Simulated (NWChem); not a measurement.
Species: C₃H₆Si; SMILES C#CC[SiH3]

**Question.** Give the equilibrium geometry at PBE0/def2-SVP (NWChem) as an XYZ file, with the point group.

**Answer.** point group Cs; any orientation.
```
10

C     -0.4786    -2.3568     0.0000
C      0.1692    -1.3323     0.0000
C      0.8988    -0.0789     0.0000
Si    -0.2628     1.4277     0.0000
H     -1.0412    -3.2716     0.0000
H      1.5551    -0.0109     0.8849
H      1.5551    -0.0109    -0.8849
H      0.5616     2.6755     0.0000
H     -1.1228     1.4056    -1.2192
H     -1.1228     1.4056     1.2192
```
